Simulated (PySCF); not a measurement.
## How methods differ on the ionisation energy of Sb⁺

Sb⁺ [Kr] 4d10 5s2 5p2 [5p1/2^2, M_J = 0] → Sb²⁺ [Kr] 4d10 5s2 5p1 [5p1/2^1, M_J = 1/2], as a difference of total energies. Calculation: PySCF 2.14, in x2c-SVPall-2c (6s8p4d, 50 functions); the two-component X2C-1e Hamiltonian. Correlated levels: [Ar] 3d10 frozen; the 6 highest virtual spinors dropped. "Screened" scales the spin-orbit matrix elements by Boettger's factors to mimic the two-electron term; Breit and QED terms are absent.

```csv
method,ionisation energy (eV)
GHF (spin-free),15.942
GMP2 (spin-free),16.298
GHF (screened spin-orbit),15.356
GMP2 (screened spin-orbit),15.914
```

How much does correlation contribute at GMP2 (screened spin-orbit)?

15.914 − (15.356) = 0.558 eV, measured against GHF (screened spin-orbit).

The spin-free rows relax to the high-spin LS determinant and lack the spin-orbit shift.

Errors of the correlated levels include the incompleteness of this basis and the frozen core.

The labels give the starting determinants; with spin-orbit coupling the two ends relaxed to ⟨J²⟩ = 0.00, ⟨L²⟩ = 1.35, ⟨S²⟩ = 1.35 and ⟨J²⟩ = 0.77, ⟨L²⟩ = 2.05, ⟨S²⟩ = 0.78.

For comparison: 16.626 ± 0.025 eV (measured; NIST Atomic Spectra Database, ionization energies).
